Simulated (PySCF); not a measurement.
## Computed properties of Al(F)(OMe)(NH2) (CH5AlFNO), SMILES [NH2][Al]([F])[O]C

Al(F)(OMe)(NH2) (CH5AlFNO), SMILES C[O][Al]([NH2])[F]. Geometry optimised at r2SCAN-D4/def2-SVP. The structure was generated by enumeration; whether it is a known compound was not checked. The values are those of a single conformer. All values are computed for the isolated molecule unless a solvent is named; none is compared with measurement here.

**Structure.** The optimised structure has Cs symmetry. All 24 harmonic modes at r2SCAN-D4/def2-SVP (PySCF) are real, so it is a minimum. With heavy atoms numbered as in [Al:1]([F:2])([O:3][CH3:4])[NH2:8], the shortest bond between them is O3–C4 at 1.395 Å and the longest Al1–N8 at 1.756 Å.

**Vibrations.** The strongest infrared lines (harmonic, unscaled, degenerate partners summed) lie at 1253 cm⁻¹ (375 km/mol, O 56 %, C 32 %), 930 cm⁻¹ (146 km/mol, Al 51 %, F 23 %, N 21 %), 369 cm⁻¹ (146 km/mol, H 84 %, N 16 %). The softest mode is at 64 cm⁻¹ and the zero-point energy is 44.0 kcal/mol.

**Electronic structure.** r2SCAN/def2-TZVP (PySCF) places the frontier levels at -6.39 and -0.67 eV, a gap of 5.72 eV, and gives a dipole moment of 1.40 D and a mean polarisability of 45.7 bohr³. PBE/def2-TZVP (PySCF) at the same geometry gives -6.09 and -1.17 eV, so its gap is 0.80 eV narrower. An orbital gap is neither the optical nor the fundamental gap.

**Excitations.** TDA-ωB97X/def2-SVPD (PySCF) has S1 at 6.22 eV (199 nm, f = 0.055, bright); the most intense of the 10 singlets computed lies at 8.26 eV (f = 0.16). T1 (TDA) is at 5.96 eV, 0.26 eV under S1. TDA-PBE/def2-SVPD (PySCF) puts S1 at 4.90 eV. No vertical singlet excitation falls in the visible range (under 3.1 eV).

**NMR.** GIAO shifts at KT2/pcSseg-1 (PySCF) (non-relativistic, atoms alike by connectivity averaged): ¹³C at 58.2 ppm against TMS; ¹H from 0.2 to 4.3 ppm against TMS; ¹⁹F at -234.5 ppm against CFCl3.
